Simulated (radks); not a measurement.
Values are calculated unless marked as measured or tabulated.
Excited configurations of Tl XXXIV: one electron is placed in a higher orbital outside [Kr] 4d10 4f1. The ground configuration is [Kr] 4d10 4f2. Level of theory: scalar-relativistic Kohn-Sham, SCAN, spin-polarised, spherical densities, finite nucleus; open shells are filled with parallel spins first (spin-orbit coupling, left out, can overturn this in heavy ions); meta-GGA in the generalised Kohn-Sham scheme; Fermi nuclear charge, rms radius 5.4759 fm (a radial shooting solver on a logarithmic mesh with Libxc functionals). Excitation = E - E(ground); binding = E(ion) - E, where the ion is the core of charge +34; n* = 34/sqrt(2 binding) in atomic units. These energies are relativistic, and a one-electron ion of charge +34 with no core already has n* below n in this formula (scalar-relativistic equation, point nucleus: 5s 4.973, 5p 4.984, 5d 4.992, 5f 4.996, 6p 5.983, 6d 5.992, 6f 5.995, 7p 6.983, 7d 6.991, 7f 6.994).

outer orbital  excitation (eV)  binding (eV)     n*  <r> (bohr)
5s                      221.69        1048.6  3.873      0.6728
5p                      312.29        957.96  4.052      0.7092
5d                      418.90        851.35  4.298      0.7423
5f                      525.41        744.84  4.595      0.7581
6p                      658.10        612.15  5.069       1.117
6d                      714.02        556.23  5.318       1.172
6f                      769.19        501.06  5.603       1.211
7p                      844.32        425.93  6.077       1.611
7d                      877.23        393.02  6.326       1.689
7f                      909.65        360.60  6.604       1.752

The Delta-SCF ionisation energy is 1270.2 eV (NIST Atomic Spectra Database: 1290 eV, theoretical). Self-interaction in the functional shifts the binding energies and quantum defects, so they are the method's values and not measured ones. Open shells are spherical and high-spin; term and fine-structure splittings are not resolved. Spin-orbit splitting is averaged out at the scalar-relativistic level.
